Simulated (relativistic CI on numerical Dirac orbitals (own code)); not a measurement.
**Mn III: calculation against measurement**

Method of calculation: Dirac-Coulomb-Breit CI, orbitals from a KLI potential per configuration, model QED, valence Slater integrals scaled by 0.85, P86 correlation energy added to each configuration (own radial code, finite nucleus).

Configuration list (outside the closed core [Ne] 3s2): 3p6 3d5, 3p6 3d4 4s, 3p6 3d4 4p, 3p6 3d3 4s2, 3p6 3d4 4d, 3p6 3d4 5s, 3p6 3d4 5p, 3p6 3d3 4s 4p, 3p6 3d4 4f, 3p6 3d4 5d, 3p6 3d4 5f, 3p6 3d4 5g, 3p6 3d3 4p2, 3p5 3d6. Levels of other configurations are missing.

| Configuration | Term (tabulated) | J | Measured (cm⁻¹) | Computed | Error | Purity (%) |
| --- | --- | --- | --- | --- | --- | --- |
| 3p6 3d5 | a 6S | 5/2 | 0.0 | 0 | 0 | 100 |
| 3p6 3d5 | a 4G | 11/2 | 26824.4 | 26987 | 163 | 100 |
| 3p6 3d5 | a 4G | 9/2 | 26851.1 | 27014 | 163 | 100 |
| 3p6 3d5 | a 4G | 5/2 | 26857.8 | 27026 | 168 | 100 |
| 3p6 3d5 | a 4G | 7/2 | 26859.9 | 27025 | 165 | 100 |
| 3p6 3d5 | a 4P | 5/2 | 29167.7 | 30840 | 1672 | 96 |
| 3p6 3d5 | a 4P | 1/2 | 29207.3 | 30913 | 1706 | 99 |
| 3p6 3d5 | a 4P | 3/2 | 29241.4 | 30877 | 1635 | 97 |
| 3p6 3d5 | a 4D | 7/2 | 32307.3 | 33495 | 1188 | 99 |
| 3p6 3d5 | a 4D | 1/2 | 32368.9 | 33552 | 1183 | 99 |
| 3p6 3d5 | a 4D | 5/2 | 32383.7 | 33574 | 1190 | 97 |
| 3p6 3d5 | a 2I | 11/2 | 39174.4 | 38583 | -592 | 100 |
| 3p6 3d5 | a 2I | 13/2 | 39176.5 | 38575 | -602 | 100 |
| 3p6 3d5 | a 2D3 | 5/2 | 41238.1 | 43253 | 2015 | 70 |
| 3p6 3d5 | a 2D3 | 3/2 | 41569.8 | 43599 | 2029 | 90 |
| 3p6 3d5 | a 2F1 | 7/2 | 42606.5 | 44392 | 1785 | 97 |
| 3p6 3d5 | a 4F | 9/2 | 43573.2 | 44682 | 1108 | 98 |
| 3p6 3d5 | a 4F | 7/2 | 43602.5 | 44710 | 1108 | 97 |
| 3p6 3d5 | a 4F † | 5/2 | 43668.8 | 44666 | 997 | 75 |
| 3p6 3d5 | a 4F † | 3/2 | 43674.7 | 44826 | 1152 | 90 |
| 3p6 3d5 | a 2H | 9/2 | 46515.9 | 47060 | 544 | 96 |
| 3p6 3d5 | a 2H | 11/2 | 46670.7 | 47160 | 489 | 99 |
| 3p6 3d5 | a 2G2 | 7/2 | 47842.0 | 48835 | 993 | 99 |
| 3p6 3d5 | a 2G2 | 9/2 | 48005.2 | 48952 | 947 | 95 |
| 3p6 3d5 | b 2F2 | 7/2 | 51059.7 | 52536 | 1477 | 99 |
| 3p6 3d5 | b 2D2 | 3/2 | 61580.2 | 63810 | 2230 | 99 |
| 3p6 3d5 | b 2D2 | 5/2 | 61603.8 | 63815 | 2211 | 99 |
| 3p6 3d4 4s | a 6D | 1/2 | 62457.0 | 62719 | 262 | 100 |
| 3p6 3d4 4s | a 6D | 3/2 | 62568.1 | 62825 | 257 | 100 |
| 3p6 3d4 4s | a 6D | 5/2 | 62747.5 | 62997 | 250 | 100 |
| 3p6 3d4 4s | a 6D | 7/2 | 62988.9 | 63230 | 241 | 100 |
| 3p6 3d4 4s | a 6D | 9/2 | 63285.4 | 63515 | 230 | 100 |
| 3p6 3d5 | b 2G1 | 7/2 | 68892.0 | 70147 | 1255 | 99 |
| 3p6 3d5 | b 2G1 | 9/2 | 68899.2 | 70158 | 1259 | 99 |
| 3p6 3d4 4s | b 4D | 1/2 | 71395.3 | 72118 | 722 | 99 |
| 3p6 3d4 4s | b 4D | 3/2 | 71564.2 | 72281 | 716 | 99 |
| 3p6 3d4 4s | b 4D | 5/2 | 71832.0 | 72540 | 708 | 99 |
| 3p6 3d4 4s | b 4D | 7/2 | 72183.3 | 72881 | 697 | 99 |
| 3p6 3d4 4s | b 4P | 1/2 | 84610.5 | 85416 | 806 | 99 |
| 3p6 3d4 4s | a 4H | 7/2 | 84981.6 | 83778 | -1204 | 99 |
| 3p6 3d4 4s | a 4H | 9/2 | 85077.1 | 83868 | -1209 | 99 |
| 3p6 3d4 4s | b 4P | 3/2 | 85173.9 | 85955 | 781 | 94 |
| 3p6 3d4 4s | a 4H | 11/2 | 85200.8 | 83980 | -1221 | 99 |
| 3p6 3d4 4s | a 4H | 13/2 | 85346.7 | 84110 | -1237 | 100 |
| 3p6 3d4 4s | b 4P | 5/2 | 86051.5 | 86784 | 732 | 63 |
| 3p6 3d4 4s | b 4F | 3/2 | 86486.8 | 86753 | 266 | 100 |
| 3p6 3d4 4s | b 4F | 5/2 | 86520.9 | 86776 | 255 | 62 |
| 3p6 3d4 4s | b 4F | 7/2 | 86578.2 | 86828 | 249 | 96 |
| 3p6 3d4 4s | b 4F | 9/2 | 86654.1 | 86899 | 245 | 96 |
| 3p6 3d4 4s | b 4G | 5/2 | 88880.1 | 88804 | -76 | 97 |
| 3p6 3d4 4s | b 4G | 7/2 | 89052.4 | 88963 | -89 | 96 |
| 3p6 3d4 4s | b 4G | 9/2 | 89204.7 | 89086 | -118 | 91 |
| 3p6 3d4 4s | b 4G | 11/2 | 89307.2 | 89148 | -159 | 88 |
| 3p6 3d4 4s | b 2P | 1/2 | 89898.1 | 91344 | 1446 | 98 |
| 3p6 3d4 4s | b 2H | 9/2 | 90440.5 | 89522 | -919 | 93 |
| 3p6 3d4 4s | b 2H | 11/2 | 90746.1 | 89822 | -924 | 88 |
| 3p6 3d4 4s | b 2P | 3/2 | 90936.2 | 92356 | 1420 | 96 |
| 3p6 3d4 4s | c 2F | 5/2 | 91906.1 | 92468 | 562 | 98 |
| 3p6 3d4 4s | c 2F | 7/2 | 91948.3 | 92503 | 554 | 95 |
| 3p6 3d4 4s | c 2G | 7/2 | 94397.2 | 94601 | 204 | 96 |
| 3p6 3d4 4s | c 4D | 7/2 | 94697.9 | 96006 | 1308 | 100 |
| 3p6 3d4 4s | c 2G | 9/2 | 94707.2 | 94870 | 162 | 99 |
| 3p6 3d4 4s | c 4D | 5/2 | 94771.5 | 96075 | 1303 | 99 |
| 3p6 3d4 4s | c 4D | 3/2 | 94850.7 | 96150 | 1299 | 99 |
| 3p6 3d4 4s | c 4D | 1/2 | 94906.4 | 96204 | 1297 | 100 |

Measured levels from Corliss and Sugar, J. Phys. Chem. Ref. Data 6, 1253 (1977); pairs were made by configuration, J and term (by order where the table uses no LS term), so strongly mixed levels may be paired wrongly.

Mean error by configuration (cm⁻¹): 3p6 3d5 1057; 3p6 3d4 4s 273. Over the excited levels the mean absolute error is 871 cm⁻¹ (64 of the 66 excited levels that our extract of the source holds in range could be paired, and the others can miss by more), and the median relative error of those above 1,000 cm⁻¹ is 1.1 %. Some levels of the ground configuration have no partner. † marks terms whose computed intervals miss the measured ones by more than a factor of 2.5, or configurations far off the rest, from wrong mixing, a near crossing or a doubtful label or measurement; they are left out of the means.
